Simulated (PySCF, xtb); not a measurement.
Te(I)(GeH3) (GeH3ITe), SMILES [GeH3][Te]I.

GFN2-xTB in xtb at its own geometry gives an orbital gap of 2.88 eV and a dipole moment of 6.05 D.

Geometry optimised at B3LYP-D3(BJ)/def2-SVP. This is a generated structure with no PubChem entry under its InChIKey; it may be hypothetical. The def2 effective core potentials stand for the cores of I, Te; spin–orbit coupling is left out.

Task: What does PySCF with PBE/def2-TZVPD give? (The exact figures need the calculation; the answer reports its results.)

Result: gap 1.61 eV (levels -5.37 and -3.75 eV), dipole 1.56 D.
